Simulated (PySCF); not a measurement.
Z-matrix (Å, degrees):
```
Ti
O 1 1.7581
H 2 0.9719 1 151.39
O 1 1.7590 2 109.72 3 -2.11
H 4 0.9720 1 150.25 2 -5.69
Cl 1 2.2152 2 109.04 3 -121.51
Cl 1 2.2153 2 109.19 3 117.43
```
Charge 0, multiplicity 1.

Problem. What charge on the central atom (meta-Löwdin), HOMO–LUMO gap, charge on the central atom (Mulliken), total energy, HOMO, LUMO and dipole moment does TPSSh-D3(BJ)/def2-TZVP // BP86-D3(BJ)/def2-SVP (PySCF) give?

Solution. 
```
Property                                         Result
----------------------------------------  -------------
charge on the central atom (meta-Löwdin)         1.30 e
HOMO–LUMO gap                                   5.04 eV
charge on the central atom (Mulliken)            1.38 e
total energy                              -1921.9294 Ha
HOMO                                           -8.10 eV
LUMO                                           -3.06 eV
dipole moment                                    4.72 D
```
